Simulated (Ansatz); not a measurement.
`CSC1[SiH2][SiH2]1` and `[GeH3][CH]1[SiH2][SiH2]1` differ in one atom or group.

Ansatz, PBE0-D4/def2-TZVP geometries, multiplicity 1. Each molecule was computed in one conformer, which needn't be the lowest.

Scalar relativity is left out up to krypton.

| property | `CSC1[SiH2][SiH2]1` |
| --- | --- |
| HOMO–LUMO gap (PBE0/def2-TZVPP) / eV | 5.80 |
| HOMO energy (PBE/def2-TZVPP) / eV | -5.07 |
| LUMO energy (B3LYP/def2-TZVPP) / eV | -0.56 |
| HOMO energy (PBE0/def2-TZVPP) / eV | -6.16 |
| HOMO–LUMO gap (ωB97M-V/def2-TZVPP) / eV | 9.57 |
| size of the dipole moment (PBE/def2-TZVPP) / D | 1.24 |

Question: Give the same properties after the change, and the shifts. (Best estimate.)

Answer: Computed: 
```json
{"property": "HOMO–LUMO gap (PBE0/def2-TZVPP) / eV", "`[GeH3][CH]1[SiH2][SiH2]1`": "6.48", "shift": "0.68"}
{"property": "HOMO energy (PBE/def2-TZVPP) / eV", "`[GeH3][CH]1[SiH2][SiH2]1`": "-5.80", "shift": "-0.73"}
{"property": "LUMO energy (B3LYP/def2-TZVPP) / eV", "`[GeH3][CH]1[SiH2][SiH2]1`": "-0.48", "shift": "0.08"}
{"property": "HOMO energy (PBE0/def2-TZVPP) / eV", "`[GeH3][CH]1[SiH2][SiH2]1`": "-6.77", "shift": "-0.61"}
{"property": "HOMO–LUMO gap (ωB97M-V/def2-TZVPP) / eV", "`[GeH3][CH]1[SiH2][SiH2]1`": "10.13", "shift": "0.56"}
{"property": "size of the dipole moment (PBE/def2-TZVPP) / D", "`[GeH3][CH]1[SiH2][SiH2]1`": "0.59", "shift": "-0.65"}
```

With PBE0 the HOMO falls by 0.61 eV and the LUMO rises by 0.07 eV, so the gap widens by about 0.68 eV. PBE moves the HOMO by -0.73 eV and ωB97M-V by -0.48 eV. Dipoles are sizes alone; their direction can turn.

B3LYP here is the variant with VWN-RPA as its local correlation; programs differ in this.
